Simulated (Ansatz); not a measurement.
A nudged elastic band was laid between two geometries of CH4 + ClIn (7 atoms, charge 0, multiplicity 1).

The calculation used RKS PBE0/def2-SVP in Ansatz 0.2.0.

```
movable images  : 8
climbing image  : no
spring          : 5.0 eV/Å²
optimiser       : quadratic models (default)
start path      : through a guess of the saddle point
force threshold : 0.03 eV/Å
iteration limit : 60
end points      : relaxed
```

Image 0:

```xyz
7
Properties=species:S:1:pos:R:3
In -2.106 0.809 1.955
H 0.233 -1.306 0.289
C 0.714 -0.681 -0.477
H 0.286 0.332 -0.468
Cl -1.471 2.608 0.436
H 0.554 -1.136 -1.464
H 1.791 -0.625 -0.271
```

Image 9:

```xyz
7
Properties=species:S:1:pos:R:3
In -1.294 0.554 1.220
H 1.481 0.059 -1.743
C 0.020 -0.743 0.348
H 1.946 0.180 -2.339
Cl -2.350 2.638 1.395
H -0.550 -1.625 0.000
H 0.747 -1.064 1.119
```

(1) Which bonds break or form, and what moves?

(2) What energy profile does the band end with?

(3) What is the geometry of the highest image?

The band took 23 iterations and roughly 10 core-minutes.

## Answers

(1) Bonds broken: H2–C3, C3–H4. Bonds formed: In1–C3, H2–H4. CH4 + ClIn becomes CH2ClIn + H2.

(2) The forces met the threshold. The highest image is number 7 of 0 to 9, 95.5 kcal/mol above the first end and 0.5 kcal/mol above the last; the last end lies 95.0 kcal/mol above the first. The profile has 2 maxima (images 2, 7) with wells between them (image 5): this band takes more than one step, which may be the mechanism or a detour left from its start path. Neighbouring images differ by up to 4.1 eV, so the band resolves the path poorly. No image climbed, so the highest image needn't sit at the top of the path. The orbitals stay closed-shell, which can raise the energy where a bond breaks towards radicals; this wasn't checked here.

| image | path coordinate (Å) | energy (kcal/mol) | H2–C3 (Å) | C3–H4 (Å) | In1–C3 (Å) |
| --- | --- | --- | --- | --- | --- |
| 0 | 0.00 | 0.0 | 1.10 | 1.10 | 4.01 |
| 1 | 1.20 | 0.1 | 1.10 | 1.10 | 4.62 |
| 2 | 2.40 | 0.7 | 1.10 | 1.10 | 5.22 |
| 3 | 3.60 | 0.3 | 1.10 | 1.10 | 5.22 |
| 4 | 4.80 | 0.1 | 1.10 | 1.10 | 4.87 |
| 5 | 5.99 | 0.0 | 1.10 | 1.10 | 3.81 |
| 6 | 7.19 | 0.9 | 1.10 | 1.10 | 3.67 |
| 7 | 8.39 | 95.5 | 1.17 | 1.69 | 2.73 |
| 8 | 9.58 | 95.4 | 2.23 | 2.93 | 2.05 |
| 9 | 10.78 | 95.0 | 2.67 | 3.43 | 2.04 |

(3) 
```xyz
7
Properties=species:S:1:pos:R:3:forces:R:3
In -1.382 0.541 1.331 -0.11 -0.12 0.20
H 1.038 0.068 -1.242 -1.30 0.81 1.09
C 0.511 -0.481 -0.349 1.41 -0.25 -1.51
H 1.670 -0.780 -1.544 -0.96 -0.93 1.59
Cl -2.621 2.579 1.731 -0.05 0.23 -0.06
H -0.261 -1.250 -0.525 0.48 0.13 -0.67
H 1.045 -0.677 0.598 0.52 0.14 -0.64
```

Run time: 5.5 min on 2 threads of Arm Neoverse V1 (shared host), peak memory 0.2 GiB.
